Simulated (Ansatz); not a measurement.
FH7O3Si3, SMILES `O[Si](F)(O[SiH3])O[SiH3]`. The species carries charge 0 and has multiplicity 1.

| atom | x (Å) | y (Å) | z (Å) |
| --- | --- | --- | --- |
| O1 | -2.0832 | -1.1678 | 0.1666 |
| Si2 | -0.6787 | -0.7839 | -0.5406 |
| F3 | -0.5783 | -1.4616 | -1.9687 |
| O4 | 0.5685 | -1.3149 | 0.3309 |
| Si5 | 2.1729 | -1.1816 | 0.6461 |
| O6 | -0.6337 | 0.8040 | -0.7515 |
| Si7 | -1.0405 | 2.3130 | -0.2577 |
| H8 | -2.2131 | -2.0646 | 0.4760 |
| H9 | 2.9580 | -1.8046 | -0.4481 |
| H10 | 2.5450 | 0.2506 | 0.7716 |
| H11 | 2.4432 | -1.8849 | 1.9226 |
| H12 | -1.9113 | 2.2441 | 0.9422 |
| H13 | -1.7530 | 3.0014 | -1.3604 |
| H14 | 0.2041 | 3.0508 | 0.0712 |

Problem. Give the diagnostics of a CCSD(T)/def2-TZVPP run (frozen core, Ansatz 0.2.0). (Estimate.)

Solution. The calculation gave: T1 = 0.0114, largest single amplitude 0.013, largest double 0.013, (T) share of the correlation energy 3.1 %, 9 CCSD cycles. The RHF solution is stable towards an unrestricted one. T1 lies under the customary mark of 0.02 for closed shells.
